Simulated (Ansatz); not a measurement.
System: C2H8GeN, net charge 0, doublet state. It need not be the lowest isomer of its formula. 
Geometry from a B3LYP-D3(BJ)/def2-TZVP (Ansatz, a quantum-chemistry and plane-wave program) optimisation:
```xyz
12

C      1.6162    -0.9042     0.3499
Ge     0.0484     0.1114    -0.3260
C     -1.5993    -0.9850    -0.1554
N     -0.1803     1.4948     0.9082
H      1.4003    -1.2447     1.3647
H      2.5060    -0.2757     0.3664
H      1.8094    -1.7673    -0.2863
H     -1.5456    -1.8516    -0.8135
H     -1.6884    -1.3223     0.8794
H     -2.4810    -0.4010    -0.4172
H     -1.0070     2.0644     0.7799
H      0.6170     2.1053     1.0351
```
Charge 0, spin multiplicity 2.

Dipole moments at this geometry, in debye (magnitudes).

| level | program | dipole (D) |
|---|---|---|
| SVWN5/def2-TZVPD | Ansatz | 0.44 |
| PBE/def2-TZVPD | Ansatz | 0.43 |
| r2SCAN/def2-TZVPD | Ansatz | 0.39 |
| B3LYP/def2-TZVPD | Ansatz | 0.41 |
| BHLYP/def2-TZVPD | Ansatz | 0.44 |
| r2SCAN0/def2-TZVPD | Ansatz | 0.37 |
| LC-wPBE/def2-TZVPD | Ansatz | 0.39 |
| wB97X-V/def2-TZVPD | Ansatz | 0.36 |
| CCSD(T)/aug-cc-pVDZ | Ansatz | [?] |

Question: Fill in the missing entries.

Answer: 
- CCSD(T)/aug-cc-pVDZ, dipole (D): 0.41
